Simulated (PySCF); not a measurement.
## Levels of W⁶⁹⁺ from EOM-EA-GCCSD

Reference: closed-shell W⁷⁰⁺, [He] 2s2; one electron is added. Calculated with PySCF 2.14, two-component X2C-1e with screened spin-orbit coupling, an even-tempered Gaussian basis (16 s from 14 bohr⁻², ratio 2.6; 13 p from 18 bohr⁻², ratio 2.6; 7 d from 19 bohr⁻², ratio 2.8; 4 f from 350 bohr⁻², ratio 2.8); frozen nothing; the 28 highest virtual spinors dropped; of the others 54 kept and the rest restored at second order. No Breit or QED terms. Binding energies in eV.

```csv
level,Koopmans,second order,EOM-CCSD
2p1/2,18849.1,18847.7,18843.6
2p3/2,17372.9,17374.0,17373.9
```

For comparison, the ionisation energy of W⁶⁹⁺ is 18872 ± 3 eV (semi-empirical (NIST evaluation); NIST Atomic Spectra Database, ionization energies).

Only part of the computed levels is shown.
